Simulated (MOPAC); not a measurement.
Job for MOPAC: PM3 on H3NOSn (SMILES [NH2][Sn][OH]), a point of a torsion scan.

```
PM3 1SCF PRECISE CHARGE=0 THREADS=1
H3NOSn

N     -1.14735585 1    -0.07209362 1     0.09175902 1
Sn     0.48850780 1    -1.25683798 1     0.56024544 1
O      1.90508107 1     0.20411059 1     0.52131416 1
H     -2.09856489 1    -0.23853260 1     0.39223417 1
H     -1.07562527 1     0.92020823 1    -0.09732791 1
H      1.73858839 1     1.12712677 1     0.34681891 1
```

The log:

```
*******************************************************************************
 **                                                                           **
 **                              MOPAC v23.2.5                                **
 **                                                                           **
 *******************************************************************************
 ** MOPAC's Digital Object Identifier: https://doi.org/10.5281/zenodo.6511958 **
 **                                                                           **
 ** Please cite the open-source release paper for use of this MOPAC version:  **
 ** J. E. Moussa and J. J. P. Stewart (2026)                                  **
 ** MOPAC: An open-source semiempirical molecular orbital program             **
 ** J. Open Source Softw., 11(119), 8025, https://doi.org/10.21105/joss.08025 **
 *******************************************************************************

                              PM3 CALCULATION RESULTS

 *******************************************************************************
 *  PM3        - The PM3 Hamiltonian to be used
 *
 *
 *
 *                 CHARGE ON SYSTEM = 0
 *
 *
 *
 *  PRECISE    - TIGHTER CRITERIA TO BE USED
 *  1SCF       - DO 1 SCF AND THEN STOP
 *  THREADS=1  - MULTI-THREADING NOT USED
 *  T=         - A TIME OF 172800.0 SECONDS REQUESTED
 *  DUMP=N     - RESTART FILE WRITTEN EVERY 7200.0 SECONDS REQUESTED
 *******************************************************************************
PM3 1SCF PRECISE CHARGE=0 THREADS=1
 H3NOSn

   ATOM   CHEMICAL          X               Y               Z
  NUMBER   SYMBOL      (ANGSTROMS)     (ANGSTROMS)     (ANGSTROMS)

     1       N         -1.14735585  *  -0.07209362  *   0.09175902  *
     2      Sn          0.48850780  *  -1.25683798  *   0.56024544  *
     3       O          1.90508107  *   0.20411059  *   0.52131416  *
     4       H         -2.09856489  *  -0.23853260  *   0.39223417  *
     5       H         -1.07562527  *   0.92020823  *  -0.09732791  *
     6       H          1.73858839  *   1.12712677  *   0.34681891  *



          CARTESIAN COORDINATES

    NO.       ATOM           X           Y           Z

     1         N         -1.1474     -0.0721      0.0918
     2        Sn          0.4885     -1.2568      0.5602
     3         O          1.9051      0.2041      0.5213
     4         H         -2.0986     -0.2385      0.3922
     5         H         -1.0756      0.9202     -0.0973
     6         H          1.7386      1.1271      0.3468

  H: (PM3): J. J. P. STEWART, J. COMP. CHEM. 10, 209 (1989).
  N: (PM3): J. J. P. STEWART, J. COMP. CHEM. 10, 209 (1989).
  O: (PM3): J. J. P. STEWART, J. COMP. CHEM. 10, 209 (1989).
 Sn: (PM3): J. J. P. STEWART, J. COMP. CHEM. 12, 320-341 (1991).

           Empirical Formula: H3 N O Sn  =     6 atoms



      MOLECULAR POINT GROUP   :   C1


      RHF CALCULATION, NO. OF DOUBLY OCCUPIED LEVELS = 9


 -------------------------------------------------------------------------------
 PM3 1SCF PRECISE CHARGE=0 THREADS=1
 H3NOSn



     1SCF WAS SPECIFIED, SO BFGS WAS NOT USED
     SCF FIELD WAS ACHIEVED


                              PM3 CALCULATION
                                                       MOPAC v23.2.5 Linux




          FINAL HEAT OF FORMATION =        -42.93139 KCAL/MOL =    -179.62495 KJ/MOL


          COSMO AREA              =        106.96 SQUARE ANGSTROMS
          COSMO VOLUME            =         95.52 CUBIC ANGSTROMS

          IONIZATION POTENTIAL    =          9.342187 EV
          HOMO LUMO ENERGIES (EV) =         -9.342 -0.953
          NO. OF FILLED LEVELS    =          9
          MOLECULAR WEIGHT        =        151.7198         POINT GROUP:  C1

          MOLECULAR DIMENSIONS (Angstroms)

            Atom       Atom       Distance
            H     6    H     4     4.07318
            H     5   Sn     2     2.66015
            N     1    H     4     0.32120


          SCF CALCULATIONS        =          1





   ATOM   CHEMICAL          X               Y               Z
  NUMBER   SYMBOL      (ANGSTROMS)     (ANGSTROMS)     (ANGSTROMS)

     1       N         -1.14735585  *  -0.07209362  *   0.09175902  *
     2      Sn          0.48850780  *  -1.25683798  *   0.56024544  *
     3       O          1.90508107  *   0.20411059  *   0.52131416  *
     4       H         -2.09856489  *  -0.23853260  *   0.39223417  *
     5       H         -1.07562527  *   0.92020823  *  -0.09732791  *
     6       H          1.73858839  *   1.12712677  *   0.34681891  *

                             CARTESIAN COORDINATES

   1    N       -1.147355850    -0.072093620     0.091759020
   2   Sn        0.488507800    -1.256837980     0.560245440
   3    O        1.905081070     0.204110590     0.521314160
   4    H       -2.098564890    -0.238532600     0.392234170
   5    H       -1.075625270     0.920208230    -0.097327910
   6    H        1.738588390     1.127126770     0.346818910


           Empirical Formula: H3 N O Sn  =     6 atoms



      MOLECULAR POINT GROUP   :   C1


                  EIGENVALUES
 -34.61469 -27.59893 -16.13732 -15.06224 -14.28304 -11.86169 -11.65314  -9.60809
  -9.34219  -0.95276   0.49639   1.15030   4.37805   5.29142   5.73138


              NET ATOMIC CHARGES AND DIPOLE CONTRIBUTIONS

  ATOM NO.   TYPE          CHARGE      No. of ELECS.   s-Pop       p-Pop
    1          N          -0.415452        5.4155     1.47518     3.94028
    2         Sn           0.755676        3.2443     1.78982     1.45451
    3          O          -0.646047        6.6460     1.78659     4.85946
    4          H           0.060485        0.9395     0.93952
    5          H           0.044427        0.9556     0.95557
    6          H           0.200911        0.7991     0.79909
 DIPOLE           X         Y         Z       TOTAL
 POINT-CHG.    -1.010    -3.837     0.661     4.022
 HYBRID        -0.960     4.255    -0.487     4.389
 SUM           -1.970     0.418     0.174     2.021


          ATOMIC ORBITAL ELECTRON POPULATIONS

     Atom    s        px        py        pz
    1  N   1.47518   1.13018   1.12551   1.68459
    2 Sn   1.78982   0.39976   0.71886   0.33589
    3  O   1.78659   1.74144   1.26246   1.85556
    4  H   0.93952
    5  H   0.95557
    6  H   0.79909

 **********************
 *                    *
 * JOB ENDED NORMALLY *
 *                    *
 **********************




 == MOPAC DONE ==
```

The run finished.

Cost: roughly 0.03 core-seconds.
